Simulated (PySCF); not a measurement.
C2H6OS2Si.
Atom-mapped SMILES: `[OH:1][SiH:2]1[S:3][CH2:4][CH2:5][S:6]1` (hydrogens: H7 on O1; H8 on Si2; H9, H10 on C4; H11, H12 on C5)

A GFN2-xTB structure with every atom displaced at random (by about 0.01 Å) was refined with PBE0-D3(BJ)/def2-SVP geometry optimisation, gas phase in PySCF. Values at the start:

```json
{"coordinate": "O1–Si2", "start": "1.644 Å"}
{"coordinate": "O1–H7", "start": "0.933 Å"}
{"coordinate": "Si2–S3", "start": "2.156 Å"}
{"coordinate": "Si2–H8", "start": "1.460 Å"}
{"coordinate": "S3–C4", "start": "1.787 Å"}
{"coordinate": "C4–C5", "start": "1.521 Å"}
{"coordinate": "C4–H9", "start": "1.095 Å"}
{"coordinate": "C4–H10", "start": "1.122 Å"}
{"coordinate": "O1–Si2–S3", "start": "116.1°"}
{"coordinate": "O1–Si2–S6", "start": "112.9°"}
{"coordinate": "Si2–S3–C4", "start": "96.1°"}
{"coordinate": "Si2–S6–C5", "start": "94.5°"}
{"coordinate": "S3–Si2–S6", "start": "99.7°"}
{"coordinate": "S3–C4–C5", "start": "113.4°"}
{"coordinate": "O1–Si2–S3–C4", "start": "-119°"}
{"coordinate": "O1–Si2–S6–C5", "start": "146°"}
{"coordinate": "Si2–S3–C4–C5", "start": "-35°"}
{"coordinate": "C4–C5–S6–Si2", "start": "-48°"}
```

Task: How do these coordinates change at the PBE0-D3(BJ)/def2-SVP level?

Result: 
| coordinate | PBE0-D3(BJ)/def2-SVP (Å or °) | change |
| --- | --- | --- |
| S3–C4 | 1.832 | +0.045 |
| O1–H7 | 0.963 | +0.030 |
| C4–H10 | 1.101 | -0.021 |
| Si2–H8 | 1.481 | +0.021 |
| O1–Si2 | 1.657 | +0.013 |
| Si2–S3 | 2.146 | -0.010 |
| C4–C5 | 1.514 | -0.007 |
| C4–H9 | 1.101 | +0.006 |
| O1–Si2–S6 | 110.6 | -2.3 |
| S3–C4–C5 | 111.2 | -2.2 |
| Si2–S6–C5 | 96.6 | +2.1 |
| O1–Si2–S3 | 117.4 | +1.3 |
| S3–Si2–S6 | 100.1 | +0.4 |
| Si2–S3–C4 | 95.9 | -0.2 |
| O1–Si2–S3–C4 | -105 | +14 |
| O1–Si2–S6–C5 | 134 | -12 |
| C4–C5–S6–Si2 | -38 | +10 |
| Si2–S3–C4–C5 | -43 | -8 |

The energy falls by 13.1 kJ/mol over 9 energy and gradient evaluations, the largest force component goes from 0.0290 to 2.3e-04 Eh/bohr, and the atoms move by 0.188 Å rms after alignment. The bond that changes most is S3–C4 (ends: sulfur bonded to C and Si; sp3 carbon bound to sulfur), which lengthens by 0.045 Å. Bonds longer at the end by more than 0.005 Å: 9 of 12; shorter: 3. Among the dihedrals that turn most is H8–Si2–S3–C4, from 123° to 138°. Rotational constants go from 2428, 2011, 1214 to 2359, 2009, 1226 MHz.

The run used 126 basis functions and 60 SCF cycles in all. Hardware: one thread, Arm Neoverse N1 (aarch64), shared host with 64 logical CPUs at a one-minute load of 51. Cost: 90 s, 0.53 GiB resident at most.

No PBE0-D3(BJ)/def2-SVP frequencies stand behind this structure, so it isn't proved a minimum. The numbers are those of one conformer.
